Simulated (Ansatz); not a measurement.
Ansatz (an electronic-structure program) input (B3LYP/LANL2DZ): The .json file is the Basis Set Exchange's LANL2DZ.

Ansatz 0.2 input:
```yaml
crystal:
  periodic: [false, false, false]
  atoms:
    - {symbol: F, position_ang: [-0.67566500, -0.86675400, -1.05113900]}
    - {symbol: C, position_ang: [-0.53150000, -0.06471900, -0.00882400]}
    - {symbol: F, position_ang: [-0.72804300, -0.73213900, 1.11651500]}
    - {symbol: Cl, position_ang: [0.93072800, 0.86931500, -0.03149700]}
basis:
  gaussian:
    orbitals: LANL2DZ.json
hamiltonian:
  xc: {name: B3LYP}
magnetization: {spin_polarized: true, initial_magnetization: 1}
relax: {f_tol: 0.003, max_steps: 120}
```

Output:

```
Functional definition: B3LYP
integrals: 0.01 GiB planned
472 factors; integrals over basis functions are off by at most 7.0e-5 eV
mean field: 0.13 GiB planned
mean field evaluation 1: about -6873.3820 eV, gradient 1.9e1 eV
mean field evaluation 2: about -6871.5238 eV, gradient 3.1e1 eV
mean field evaluation 4: about -6874.7523 eV, gradient 3.2e-1 eV
mean field evaluation 8: about -6874.7981 eV, gradient 9.7e-3 eV
mean field -6874.79807924 eV, -252.6441695066 hartree, gradient 2.8e-5 eV, S^2 0.751996; 0 other end points of the search recorded, 0 dependent functions left out
the calculation of the forces begins
reference -6874.79822987 eV, -252.6441750421 hartree; 16, 15 occupied and 19, 20 virtual orbitals, 472 factors
relax step   1: F+E_penalty+E_count = -6874.79807924 eV  Δ(F+E_penalty+E_count) = +0.000e0 eV  max|allowed force component| = 2.256e0 eV/Å  Δτ_max = 0.0000 Å  (26 SCF iters, accepted)
these checks for a lower state are left out or cut short: starts, cluster_reference, orbital_swaps, neighbouring_geometries, increment
integrals: 0.01 GiB planned
472 factors; integrals over basis functions are off by at most 7.0e-5 eV
mean field: 0.13 GiB planned
mean field evaluation 16: about -6874.8697 eV, gradient 2.7e0 eV
mean field -6874.95049461 eV, -252.6497706680 hartree, gradient 1.8e-5 eV, S^2 0.752195; 0 other end points of the search recorded, 0 dependent functions left out
the calculation of the forces begins
reference -6874.95064532 eV, -252.6497762066 hartree; 16, 15 occupied and 19, 20 virtual orbitals, 472 factors
relax step   2: F+E_penalty+E_count = -6874.95049461 eV  Δ(F+E_penalty+E_count) = -1.524e-1 eV  max|allowed force component| = 8.261e-1 eV/Å  Δτ_max = 0.0375 Å  (29 SCF iters, accepted)
these checks for a lower state are left out or cut short: starts, cluster_reference, orbital_swaps, neighbouring_geometries, increment
integrals: 0.01 GiB planned
472 factors; integrals over basis functions are off by at most 7.0e-5 eV
mean field: 0.13 GiB planned
mean field -6874.99223402 eV, -252.6513045633 hartree, gradient 1.3e-5 eV, S^2 0.752423; 0 other end points of the search recorded, 0 dependent functions left out
the calculation of the forces begins
reference -6874.99238437 eV, -252.6513100886 hartree; 16, 15 occupied and 19, 20 virtual orbitals, 472 factors
relax step   3: F+E_penalty+E_count = -6874.99223402 eV  Δ(F+E_penalty+E_count) = -4.174e-2 eV  max|allowed force component| = 2.600e-1 eV/Å  Δτ_max = 0.0380 Å  (31 SCF iters, accepted)
these checks for a lower state are left out or cut short: starts, cluster_reference, orbital_swaps, neighbouring_geometries, increment
integrals: 0.01 GiB planned
472 factors; integrals over basis functions are off by at most 7.0e-5 eV
mean field: 0.13 GiB planned
mean field evaluation 32: about -6874.9485 eV, gradient 8.1e-1 eV
mean field -6874.99487385 eV, -252.6514015752 hartree, gradient 2.5e-5 eV, S^2 0.752453; 0 other end points of the search recorded, 0 dependent functions left out
the calculation of the forces begins
reference -6874.99502446 eV, -252.6514071098 hartree; 16, 15 occupied and 19, 20 virtual orbitals, 472 factors
relax step   4: F+E_penalty+E_count = -6874.99487385 eV  Δ(F+E_penalty+E_count) = -2.640e-3 eV  max|allowed force component| = 9.879e-2 eV/Å  Δτ_max = 0.0141 Å  (30 SCF iters, accepted)
these checks for a lower state are left out or cut short: starts, cluster_reference, orbital_swaps, neighbouring_geometries, increment
integrals: 0.01 GiB planned
472 factors; integrals over basis functions are off by at most 7.0e-5 eV
mean field: 0.13 GiB planned
mean field -6874.99520242 eV, -252.6514136499 hartree, gradient 2.2e-5 eV, S^2 0.752457; 0 other end points of the search recorded, 0 dependent functions left out
the calculation of the forces begins
reference -6874.99535304 eV, -252.6514191850 hartree; 16, 15 occupied and 19, 20 virtual orbitals, 472 factors
relax step   5: F+E_penalty+E_count = -6874.99520242 eV  Δ(F+E_penalty+E_count) = -3.286e-4 eV  max|allowed force component| = 3.570e-2 eV/Å  Δτ_max = 0.0053 Å  (27 SCF iters, accepted)
these checks for a lower state are left out or cut short: starts, cluster_reference, orbital_swaps, neighbouring_geometries, increment
integrals: 0.01 GiB planned
472 factors; integrals over basis functions are off by at most 7.0e-5 eV
mean field: 0.13 GiB planned
mean field -6874.99525857 eV, -252.6514157134 hartree, gradient 1.8e-5 eV, S^2 0.752454; 0 other end points of the search recorded, 0 dependent functions left out
the calculation of the forces begins
reference -6874.99540918 eV, -252.6514212480 hartree; 16, 15 occupied and 19, 20 virtual orbitals, 472 factors
relax step   6: F+E_penalty+E_count = -6874.99525857 eV  Δ(F+E_penalty+E_count) = -5.615e-5 eV  max|allowed force component| = 7.579e-3 eV/Å  Δτ_max = 0.0013 Å  (25 SCF iters, accepted)
these checks for a lower state are left out or cut short: starts, cluster_reference, orbital_swaps, neighbouring_geometries, increment
integrals: 0.01 GiB planned
472 factors; integrals over basis functions are off by at most 7.0e-5 eV
mean field: 0.13 GiB planned
mean field -6874.99526195 eV, -252.6514158375 hartree, gradient 2.1e-5 eV, S^2 0.752455; 0 other end points of the search recorded, 0 dependent functions left out
the calculation of the forces begins
reference -6874.99541255 eV, -252.6514213719 hartree; 16, 15 occupied and 19, 20 virtual orbitals, 472 factors
relax step   7: F+E_penalty+E_count = -6874.99526195 eV  Δ(F+E_penalty+E_count) = -3.376e-6 eV  max|allowed force component| = 2.964e-3 eV/Å  Δτ_max = 0.0004 Å  (21 SCF iters, accepted)
integrals: 0.01 GiB planned
472 factors; integrals over basis functions are off by at most 7.0e-5 eV
mean field: 0.13 GiB planned
mean field evaluation 64: about -6874.9536 eV, gradient 3.6e-1 eV
mean field -6874.99526195 eV, -252.6514158375 hartree, gradient 2.1e-5 eV, S^2 0.752455; 1 other end points of the search recorded, 0 dependent functions left out
the calculation of the forces begins
reference -6874.99541255 eV, -252.6514213719 hartree; 16, 15 occupied and 19, 20 virtual orbitals, 472 factors
Total energy: -6874.99541255 eV, -252.6514213719 hartree
Atom 0 at    -0.691730    -0.895938    -1.091273 Å, force     0.000895     0.001561    -0.001160 eV/Å
Atom 1 at    -0.549182    -0.055298    -0.009836 Å, force    -0.002089    -0.002964     0.000134 eV/Å
Atom 2 at    -0.746108    -0.756184     1.159130 Å, force     0.000842     0.001695     0.001000 eV/Å
Atom 3 at     0.982540     0.913123    -0.032966 Å, force     0.000352    -0.000291     0.000027 eV/Å
Dipole moment:     0.043735     0.102159    -0.005288 e Å
```

The geometry given is a B3LYP-D3(BJ)/def2-TZVP minimum.
